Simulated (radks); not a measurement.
Results of a calculation; reference values are marked as such.
Ionisation of the iridium ion Ir+, [Xe] 4f14 5d7 6s1, to [Xe] 4f14 5d7 as the strength of local exchange is varied. Code: a radial shooting solver on a logarithmic mesh with Libxc functionals. Model: Dirac Kohn-Sham, Slater X-alpha exchange (alpha = 2/3 is LDA exchange), no correlation, spin-unpolarised, spherical densities, finite nucleus; open shells fill j = l - 1/2 first; Fermi nuclear charge, rms radius 5.4032 fm.

alpha  E(Ir+) (hartree)  exchange (hartree)  IE (eV)  -e of the level emptied (eV)  <r> of it (bohr)
0.585       -17795.7513           -289.2326   15.966                12.084 (6s1/2)             2.774
0.625       -17815.5396           -309.3749   16.295                12.398 (6s1/2)             2.751
0.628       -17817.0246           -310.8875   16.320                12.422 (6s1/2)             2.750
0.664       -17834.8557           -329.0586   16.619                12.708 (6s1/2)             2.730
0.667       -17836.3425           -330.5745   16.644                12.732 (6s1/2)             2.729
0.753       -17879.0193           -374.1437   17.370                13.428 (6s1/2)             2.683
1.044       -18024.2266           -523.1641   19.926                15.912 (6s1/2)             2.537

NIST Atomic Spectra Database: 17.0 +/- 0.3 eV (semi-empirical). The Delta-SCF value meets it near alpha = 0.71. Spin polarisation and multiplet splitting are left out, so open shells lie too high by an amount that depends on their filling.

Beside tabulated values, note that spin-unpolarised runs miss the spin-polarisation part of the exchange energy of open shells.
